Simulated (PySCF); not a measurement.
C2H9FSi2, SMILES [SiH2](CC[SiH3])F (PBE0/def2-SVP optimised geometry):

```
14

Si     0.504    -2.176     0.000
C     -0.145    -0.400     0.000
C      0.311     0.432     1.207
Si    -0.373     2.173     1.221
F     -2.002     2.089     1.232
H      2.002    -2.176     0.000
H      0.037    -2.895     1.226
H      0.024    -2.917    -1.207
H     -1.247    -0.441    -0.043
H      0.172     0.077    -0.944
H      0.018    -0.053     2.155
H      1.414     0.508     1.243
H      0.051     2.919     2.442
H      0.024     2.917    -0.010
```

Computed with PBE0/def2-TZVP (PySCF).

Question: What are the frontier orbital energies and the dipole moment?

Answer: HOMO-2 -9.47 eV, HOMO-1 -9.42 eV, HOMO -8.12 eV, LUMO 0.22 eV, LUMO+1 0.51 eV; dipole moment 1.32 D.

On the same geometry PBE/def2-TZVP (PySCF) gives HOMO-2 -8.12 eV, HOMO-1 -8.00 eV, HOMO -6.89 eV, LUMO -0.66 eV, LUMO+1 -0.30 eV; dipole moment 1.22 D.

Meta-Löwdin charges at PBE0/def2-TZVP: Si1 0.47, C2 -0.43, C3 -0.46, Si4 0.95, F5 -0.51, H6 -0.10, H7 -0.09, H8 -0.09, H9 0.13, H10 0.12, H11 0.12, H12 0.13, H13 -0.11, H14 -0.12.
